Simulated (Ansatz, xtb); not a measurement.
## A geometry optimisation of AlH5O4Si with r2SCAN-D4/def2-SVP

The starting geometry of this gas-phase singlet was built from a drawn formula by distance geometry and a force field; its bonds are those of `[OH][AlH][Si](O)(O)O`.

```csv
atom,x (Å),y (Å),z (Å)
Al,0.4158,-0.7015,-0.7235
O,2.2657,-0.7431,-0.9509
O,-0.2584,2.6181,-0.5863
O,-2.4616,0.9234,-1.0350
O,-0.6499,1.4261,-3.0994
Si,-0.8071,1.2045,-1.4478
H,2.6357,-0.3364,-0.1698
H,-0.3147,-1.9466,-0.0751
H,0.6685,2.6436,-0.8060
H,-2.5068,0.8811,-0.0800
H,0.3555,1.5355,-3.2606
```

Problem. Predict what it relaxes into with r2SCAN-D4/def2-SVP.

Solution. It keeps its bonds, and is `[OH][AlH][Si](O)(O)O`.

The energy falls by 1.07 eV over 32 steps:

| step | E − E(last) (eV) |
| --- | --- |
| 1 | 1.068 |
| 4 | 0.341 |
| 8 | 0.139 |
| 11 | 0.121 |
| 15 | 0.087 |
| 18 | 0.050 |
| 22 | 0.014 |
| 25 | 0.002 |
| 29 | 0.000 |
| 32 | 0.000 |

Final geometry (Å):

```xyz
11

Al    0.6491   -0.6256   -0.3138
O     1.7002   -0.9035   -1.6488
O    -0.8816    2.6429   -0.1250
O    -2.2247    0.6886   -1.3248
O     0.1146    1.7885   -2.4198
Si   -0.6908    1.2670   -1.0482
H     2.3609   -1.5978   -1.7348
H     0.7561   -1.5491    0.9790
H    -0.2255    3.3275   -0.3050
H    -2.8997    1.3611   -1.4900
H     0.6843    1.1053   -2.8032
```

From the same start GFN2-xTB ends elsewhere, differing in Al1–O4 (1.67 against 3.32 Å here), O4–Si6 (3.10 against 1.66 Å here).

No frequencies were run, so the end isn't proven a minimum. Run with Ansatz 0.2.0, 110 s on 2 threads of Arm Neoverse V1, on a shared host.
